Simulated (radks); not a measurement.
Bi V, configuration [Xe] 4f14 5d10 6s1 (the NIST ground configuration).

Method: non-relativistic Kohn-Sham, PBE, spin-unpolarised, spherical densities, point nucleus; relativity is left out, which matters for an element this heavy; computed with a radial shooting solver on a logarithmic mesh with Libxc functionals.

Energy parts (eV):
part                       energy
total                  -546842.23
kinetic                 546719.46
electron-nucleus      -1297767.44
Hartree                 214239.72
exchange-correlation    -10033.96

Orbitals (lengths in bohr, moments of r in powers of bohr; r(max) is where P^2 peaks):
1s: occ. 2; eigenvalue (eV) -81062.82; <r^4> 4.969e-07; r(max) 0.01210
2s: occ. 2; eigenvalue (eV) -13732.82; <r^4> 0.00007925; r(max) 0.06568
2p: occ. 6; eigenvalue (eV) -13232.68; <r^4> 0.00004945; r(max) 0.05091
3s: occ. 2; eigenvalue (eV) -3323.358; <r^4> 0.002646; r(max) 0.1788
3p: occ. 6; eigenvalue (eV) -3084.707; <r^4> 0.002325; r(max) 0.1680
3d: occ. 10; eigenvalue (eV) -2639.255; <r^4> 0.001525; r(max) 0.1316
4s: occ. 2; eigenvalue (eV) -777.5121; <r^4> 0.05624; r(max) 0.3960
4p: occ. 6; eigenvalue (eV) -672.1713; <r^4> 0.05969; r(max) 0.3943
4d: occ. 10; eigenvalue (eV) -477.4775; <r^4> 0.06759; r(max) 0.3847
4f: occ. 14; eigenvalue (eV) -212.9710; <r^4> 0.09304; r(max) 0.3376
5s: occ. 2; eigenvalue (eV) -164.8626; <r^4> 1.305; r(max) 0.8561
5p: occ. 6; eigenvalue (eV) -128.8894; <r^4> 1.757; r(max) 0.8978
5d: occ. 10; eigenvalue (eV) -69.8158; <r^4> 4.196; r(max) 1.023
6s: occ. 1; eigenvalue (eV) -45.3121; <r^4> 37.78; r(max) 1.976

The highest occupied level is 6s at -45.312 eV. Virial ratio -V/T = 2.00022. For comparison, the ionisation energy in NIST's Atomic Spectra Database is 54.86 eV (measured). In exact Kohn-Sham theory the highest level is minus the ionisation energy, but local and semilocal functionals leave it too shallow, through self-interaction and a potential that decays too fast; potentials with the right tail come closer. The electron density at the nucleus is 4.111e+05 e/bohr^3. The density falls to 0.001 e/bohr^3 at r = 3.34 bohr. Summed over all electrons, <r^2> = 37.33 bohr^2, which gives a Langevin (diamagnetic) susceptibility term of -29.6 x 10^-6 cm^3/mol.

Beside tabulated values, note that spin-unpolarised runs miss the spin-polarisation part of the exchange energy of open shells.
